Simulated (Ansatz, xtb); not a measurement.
Process, species as SMILES: CC1CCCC1 + 6 [H][H] (H2) → 6 C (CH4)
Geometries: B3LYP-D3(BJ)/def2-TZVP minima from Ansatz (a quantum-chemistry and plane-wave program), one conformer each, not searched for the lowest.

Property: energy of full hydrogenation (electronic energy difference), in eV. Valence correlation only, unless marked. No spin-orbit coupling. No relativistic terms. CBS(X,Y): correlation extrapolated as X^-3; Hartree-Fock from the larger set.

```json
[
 {"level": "GFN1-xTB", "program": "xtb", "energy of full hydrogenation (eV)": "-6.57"},
 {"level": "HF/6-31G", "program": "Ansatz", "energy of full hydrogenation (eV)": "-5.96"},
 {"level": "HF/aug-cc-pVDZ", "program": "Ansatz", "energy of full hydrogenation (eV)": "-5.46"},
 {"level": "PBE0-D4/def2-TZVP", "program": "Ansatz + dftd4", "energy of full hydrogenation (eV)": "-4.55"},
 {"level": "r2SCANh-D4/def2-TZVPD", "program": "Ansatz + dftd4", "energy of full hydrogenation (eV)": "-4.60"},
 {"level": "LC-wPBE/def2-TZVPD", "program": "Ansatz", "energy of full hydrogenation (eV)": "-4.72"},
 {"level": "MP2/6-31G", "program": "Ansatz", "energy of full hydrogenation (eV)": "-4.36"}
]
```

### Question
Estimate the value at CCSD(T)/CBS(cc-pVTZ,cc-pVQZ) as computed with Ansatz.

### Answer
-4.49 eV
